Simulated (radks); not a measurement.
Results of a calculation; reference values are marked as such.
All-electron atom: Co in [Ar] 3d7 4s2. Level of theory: scalar-relativistic Kohn-Sham, PBE, spin-polarised, spherical densities, point nucleus; open shells are filled with parallel spins first (a radial shooting solver on a logarithmic mesh with Libxc functionals).

Unscreened Slater integrals over Kohn-Sham orbitals (hartree). They are taken over the spin-up orbitals.

\begin{tabular}{lr}
integral & value \\ \hline
F0(4s,4s) & 0.31883 \\
F0(4s,3d) & 0.40826 \\
G2(4s,3d) & 0.048213 \\
F0(4s,3p) & 0.41779 \\
G1(4s,3p) & 0.021430 \\
F0(3d,3d) & 0.89860 \\
F2(3d,3d) & 0.40650 \\
F4(3d,3d) & 0.25124 \\
F0(3d,3p) & 0.99096 \\
F2(3d,3p) & 0.46109 \\
G1(3d,3p) & 0.57074 \\
G3(3d,3p) & 0.34432 \\
F0(3p,3p) & 1.1104 \\
F2(3p,3p) & 0.55443 \\
\end{tabular}

Derived for the open shells (J is the average intra-shell exchange parameter used in DFT+U). 3d: Racah B = F2/49 - 5 F4/441 = 0.005447 hartree, C = 35 F4/441 = 0.01994 hartree, C/B = 3.66, F4/F2 = 0.618, J = (F2 + F4)/14 = 0.04698 hartree.
